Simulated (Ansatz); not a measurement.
Molecule: CaS (charge 0, singlet). SMILES: [S]=[Ca]
Geometry from a B3LYP-D3(BJ)/def2-TZVP (Ansatz, a first-principles code) optimisation:
```xyz
2

Ca     0.0000     0.0000    -1.0302
S      0.0000     0.0000     1.2878
```
Charge 0, spin multiplicity 1.

Wanted: atomisation energy, in kcal/mol. Conventions: open shells spin-unrestricted; no spin-orbit coupling; atomisation electronic, to ground-state atoms; non-relativistic. First-principles rows: single points at B3LYP-D3(BJ) geometries (Ansatz). The Hartree-Fock reference of Ca atom is unstable towards a lower, spin-broken solution.

| species | coefficient | E at HF/STO-3G (Ansatz), Eh | E at wB97M-V/def2-TZVPD (Ansatz), Eh |
|---|---|---|---|
| [S]=[Ca] | -1 | -1063.04648 | -1075.74431 |
| Ca atom | +1 | -669.98887 | -677.52812 |
| S atom | +1 | -393.13022 | -398.09150 |

 1 Eh = 627.5095 kcal/mol.

Work the quantity out at each level.


- HF/STO-3G: the sum of coefficient times E is -0.07261 Eh, or -45.56 kcal/mol. Result: -45.6 kcal/mol.
- wB97M-V/def2-TZVPD: the sum of coefficient times E is 0.12469 Eh, or 78.24 kcal/mol. Result: 78.2 kcal/mol.
